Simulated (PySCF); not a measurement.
**What went wrong, or what changed?**

The sound run of [Sm(NH3)]3+ (singlet in the valence; each metal's 4f electrons, 5 of them, lie in its core potential, out of spins and levels) uses PySCF 2.14.0, RKS TPSS, Sm lcecp-1-SVP with ECP51, N def2-SVP, H def2-SVP; non-relativistic Hamiltonian with scalar-relativistic core potentials where named; density fitting; no spin-orbit coupling, grid (50, 194), threshold 1e-8 and 55 cycles at the relaxed geometry. This run, with dm0 from free metal ions and neutral atoms, differs:

```python
mol = gto.M(atom='''
Sm     0.00000    -0.00000    -0.17145
N     -0.00000     0.00000     2.22572
H      0.94967     0.00004     2.68179
H     -0.47487     0.82242     2.68179
H     -0.47481    -0.82246     2.68179''',
    basis={'Sm': 'lcecp-1-SVP', 'N': 'def2-SVP', 'H': 'def2-SVP'},
    ecp={'Sm': 'lcecp-1-SVP'},
    charge=3, spin=0)
mf = dft.RKS(mol, xc='TPSS')
mf.grids.atom_grid = (10, 14)  # f atoms: unpruned
mf = mf.density_fit()  # fitting sets: Sm AutoAux, N def2-universal-JKFIT, H def2-universal-JKFIT
mf.conv_tol = 1e-08; mf.max_cycle = 55
mf.kernel(dm0)
mf.nuc_grad_method().kernel()
```

Q: What was changed, and how did it end?

A: The integration grid was changed. It converged in 10 cycles, -6.279 eV from the sound run, largest force component 8.20 eV/Å. These settings are unsound on purpose: the numbers aren't the compound's.
```
init E= -82.5439795727183
cycle= 1 E= -87.8585669306726  delta_E= -5.31  |g|=  3.2  |ddm|=    3
cycle= 2 E= -74.9001448211399  delta_E=   13  |g|= 4.79  |ddm|= 5.35
cycle= 3 E= -89.8514282480523  delta_E=  -15  |g|= 1.04  |ddm|= 4.81
cycle= 4 E= -90.1609515374733  delta_E= -0.31  |g|= 0.277  |ddm|= 1.73
cycle= 5 E= -90.1778318134949  delta_E= -0.0169  |g|= 0.08  |ddm|= 0.324
...
cycle= 8 E= -90.1796886020852  delta_E= -2.38e-06  |g|= 0.000484  |ddm|= 0.00271
cycle= 9 E= -90.1796886719611  delta_E= -6.99e-08  |g|= 0.000101  |ddm|= 0.000558
cycle= 10 E= -90.1796886753322  delta_E= -3.37e-09  |g|= 2.48e-05  |ddm|= 0.000121
Extra cycle  E= -90.1796886754665  delta_E= -1.34e-10  |g|= 1.51e-05  |ddm|= 3.57e-05
converged SCF energy = -90.1796886754665
```

Run from Python with OMP_NUM_THREADS=2; the lines above give its settings. Where DIIS fails, smearing, a level shift and second-order steps follow.
It took 1.1 s on 2 threads of Arm Neoverse V2 (shared host).

No frequency check is given that shows the relaxed geometry to be a minimum. An lcecp potential fixes the number of 4f electrons, so in runs with it no electron can move into or out of that shell.
